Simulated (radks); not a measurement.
The niobium ion Nb2+, configuration [Kr] 4d3. Calculated with a radial shooting solver on a logarithmic mesh with Libxc functionals: Dirac Kohn-Sham, LDA (Slater exchange, Perdew-Wang correlation), spin-unpolarised, spherical densities, finite nucleus; open shells fill j = l - 1/2 first; Fermi nuclear charge, rms radius 4.324 fm.

Normalised radial functions P(r) = r R(r) (large component), r in bohr:

```
   r/bohr * 4p1/2, o 4d3/2 (the largest magnitude, 0.961, reaches the edge; | marks zero, & curves that meet)
 0.001834                             &
 0.002759                             &
 0.004148                             &
 0.006239                             &
 0.009382                             o*
  0.01411                             o *
  0.02122                             o  *
   0.0319                             o    *
  0.04798                             |o     *
  0.07215                             | o      *
   0.1094                             |   o   *
   0.1645                             *      o
   0.2473                 *           |         o
   0.3719                *            |       o
   0.5593                            o| *
   0.8411                o            |                      *
    1.265        o                    |                          *
    1.902         o                   |              *
     2.86                  o          |   *
    4.302                         o   *
    6.469                            o*
```

4p1/2: eigenvalue -53.392 eV, 2 radial nodes at r = 0.162, 0.535 bohr, <r> = 1.27 bohr, 90 % of the charge inside 1.89 bohr. 4d3/2: eigenvalue -19.380 eV, 1 radial node at r = 0.549 bohr, <r> = 1.85 bohr, 90 % of the charge inside 2.91 bohr.
